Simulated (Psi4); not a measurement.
O$_{4}$Re, charge -1, singlet, at a GFN2-xTB geometry (such geometries of metal compounds can be far from the true shape) (core potentials on Re) (a gas-phase anion, which may not be bound at this level); Psi4 with B3LYP/def2-SVP.

Input for Psi4:
```
memory 2 GB

molecule {
-1 1
  Re   -0.00000000   -0.00000000   -0.00000000
  O     1.39815894   -0.28174519   -0.91187613
  O     0.42640792    0.28515594    1.61326043
  O    -0.81278078    1.35112420   -0.61611495
  O    -1.01178608   -1.35453494   -0.08526935
}

set basis def2-svp
set scf_type pk
set puream true
set d_convergence 1e-8
set dft_radial_points 99
set dft_spherical_points 590

energy('b3lyp')
print_variables()
```

What the program printed (banner, timings and long lists left out):

```
   => Loading Basis Set <=

    Name: DEF2-SVP
    Role: ORBITAL
    Keyword: BASIS

    !!!  WARNING: ECP capability is in beta. Please check occupations closely.  !!!

         ---------------------------------------------------------
                                   SCF
               by Justin Turney, Rob Parrish, Andy Simmonett
                          and Daniel G. A. Smith
                              RKS Reference
         ---------------------------------------------------------

  ==> Geometry <==

    Molecular point group: c1
    Full point group: Td

    Geometry (in Angstrom), charge = -1, multiplicity = 1:

       Center              X                  Y                   Z               Mass
    ------------   -----------------  -----------------  -----------------  -----------------
         RE           0.000000000000    -0.000000000637     0.000000000000   186.955750100000
         O            1.398158940000    -0.281745190637    -0.911876130000    15.994914619570
         O            0.426407920000     0.285155939363     1.613260430000    15.994914619570
         O           -0.812780780000     1.351124199363    -0.616114950000    15.994914619570
         O           -1.011786080000    -1.354534940637    -0.085269350000    15.994914619570

  Running in c1 symmetry.

  Rotational constants: A =      0.13791  B =      0.13791  C =      0.13791 [cm^-1]
  Rotational constants: A =   4134.55449  B =   4134.55448  C =   4134.55447 [MHz]
  Nuclear repulsion =  223.552731779733506

  Charge       = -1
  Multiplicity = 1
  Electrons    = 48
  Nalpha       = 24
  Nbeta        = 24

  ==> Algorithm <==

  SCF Algorithm Type is PK.
  DIIS enabled.
  MOM disabled.
  Fractional occupation disabled.
  Guess Type is SAD.
  Energy threshold   = 1.00e-06
  Density threshold  = 1.00e-08
  Integral threshold = 1.00e-12

  ==> Primary Basis <==

  Basis Set: DEF2-SVP
    Blend: DEF2-SVP
    Number of shells: 36
    Number of basis functions: 88
    Number of Cartesian functions: 97
    Spherical Harmonics?: true
    Max angular momentum: 3

  Core potential: DEF2-SVP
    Number of shells: 4
    Number of ECP primitives: 10
    Number of ECP core electrons: 60
    Max angular momentum: 3

  ==> DFT Potential <==

   => LibXC <=

    Version 7.1.2
    S. Lehtola, C. Steigemann, M. J. T. Oliveira, and M. A. L. Marques,  SoftwareX 7, 1–5 (2018) (10.1016/j.softx.2017.11.002)

   => Composite Functional: B3LYP <=

    B3LYP Hyb-GGA Exchange-Correlation Functional

    P. J. Stephens, F. J. Devlin, C. F. Chabalowski, and M. J. Frisch,  J. Phys. Chem. 98, 11623 (1994) (10.1021/j100096a001)

    Deriv               =              1
    GGA                 =           TRUE
    Meta                =          FALSE

    Exchange Hybrid     =           TRUE
    MP2 Hybrid          =          FALSE

   => Exchange Functionals <=

    0.0800   Slater exchange
    0.7200         Becke 88

   => Exact (HF) Exchange <=

    0.2000               HF

   => Correlation Functionals <=

    0.1900   Vosko, Wilk & Nusair (VWN5_RPA)
    0.8100   Lee, Yang & Parr

   => LibXC Density Thresholds  <==

    XC_HYB_GGA_XC_B3LYP:  1.00E-15

   => Molecular Quadrature <=

    Radial Scheme          =       TREUTLER
    Pruning Scheme         =           NONE
    Nuclear Scheme         =       TREUTLER

    Blocking Scheme        =         OCTREE
    BS radius alpha        =              1
    Pruning alpha          =              1
    Radial Points          =             99
    Spherical Points       =            590
    Total Points           =         281142
    Total Blocks           =           2141
    Max Points             =            256
    Max Functions          =             86
    Weights Tolerance      =       1.00E-15

  ==> Integral Setup <==

  Using in-core PK algorithm.
   Calculation information:
      Number of atoms:                   5
      Number of AO shells:              36
      Number of primitives:             67
[...]
  Using 15338972 doubles for integral storage.
  We computed 201168 shell quartets total.
  Whereas there are 222111 unique shell quartets.

  ==> DiskJK: Disk-Based J/K Matrices <==

    J tasked:                  Yes
    K tasked:                  Yes
    wK tasked:                  No
    Schwarz Cutoff:          1E-12

  Minimum eigenvalue in the overlap matrix is 6.8472349191E-03.
  Reciprocal condition number of the overlap matrix is 1.5986394317E-03.
    Using symmetric orthogonalization.

  ==> Pre-Iterations <==

  SCF Guess: Superposition of Atomic Densities via on-the-fly atomic UHF (no occupation information).

   -------------------------
    Irrep   Nso     Nmo
   -------------------------
     A         88      88
   -------------------------
    Total      88      88
   -------------------------

  ==> Iterations <==

                        Total Energy        Delta E     RMS |[F,P]|

   @RKS iter SAD:  -377.69821963845345   -3.77698e+02   0.00000e+00
   @RKS iter   1:  -377.66584418181128    3.23755e-02   2.21999e-02 ADIIS/DIIS
   @RKS iter   2:  -370.48174897346064    7.18410e+00   4.96248e-02 ADIIS/DIIS
   @RKS iter   3:  -378.95630236118330   -8.47455e+00   9.11122e-03 ADIIS/DIIS
   @RKS iter   4:  -378.90204092324166    5.42614e-02   9.76190e-03 ADIIS/DIIS
   @RKS iter   5:  -379.18687779329696   -2.84837e-01   1.13975e-03 ADIIS/DIIS
   @RKS iter   6:  -379.19040578305800   -3.52799e-03   5.05736e-04 ADIIS/DIIS
   @RKS iter   7:  -379.19101673223179   -6.10949e-04   2.09618e-04 ADIIS/DIIS
   @RKS iter   8:  -379.19114720581524   -1.30474e-04   3.87901e-05 DIIS
   @RKS iter   9:  -379.19115157000385   -4.36419e-06   2.09549e-06 DIIS
   @RKS iter  10:  -379.19115157176469   -1.76084e-09   2.06810e-06 DIIS
   @RKS iter  11:  -379.19115158475643   -1.29917e-08   2.85659e-07 DIIS
   @RKS iter  12:  -379.19115158498954   -2.33115e-10   7.18841e-08 DIIS
   @RKS iter  13:  -379.19115158500546   -1.59162e-11   8.86036e-09 DIIS
  Energy and wave function converged.

  ==> Post-Iterations <==

   Electrons on quadrature grid:
      Ntotal   =   48.0000024479 ; deviation = 2.448e-06

    Orbital Energies [Eh]
    ---------------------

    Doubly Occupied:

[...]
    Virtual:

[...]
      88A    504.373146

    Final Occupation by Irrep:
              A
    DOCC [    24 ]
    NA   [    24 ]
    NB   [    24 ]

  @RKS Final Energy:  -379.19115158500546

   => Energetics <=

    Nuclear Repulsion Energy =            223.5527317797335058
    One-Electron Energy =               -1002.2133561834336888
    Two-Electron Energy =                 434.4720970401426143
    DFT Exchange-Correlation Energy =     -35.0026242214478103
    Empirical Dispersion Energy =           0.0000000000000000
    VV10 Nonlocal Energy =                  0.0000000000000000
    Total Energy =                       -379.1911515850054570

Computation Completed

Properties will be evaluated at   0.000000,   0.000000,   0.000000 [a0]

Properties computed using the SCF density matrix

 Multipole Moments:

 ------------------------------------------------------------------------------------
     Multipole            Electronic (a.u.)      Nuclear  (a.u.)        Total (a.u.)
 ------------------------------------------------------------------------------------

 L = 1.  Multiply by 2.5417464519 to convert [e a0] to [Debye]
 Dipole X            :         -0.0000009            0.0000000           -0.0000009
 Dipole Y            :          0.0000007            0.0000001            0.0000008
 Dipole Z            :          0.0000003           -0.0000000            0.0000003
 Magnitude           :                                                    0.0000012

 ------------------------------------------------------------------------------------

  Variable Map:
  ----------------------------------------------------------------------------
[...]
  Array Variable Map:
  ----------------------------------------------------------------------------
[...]
[...]
```
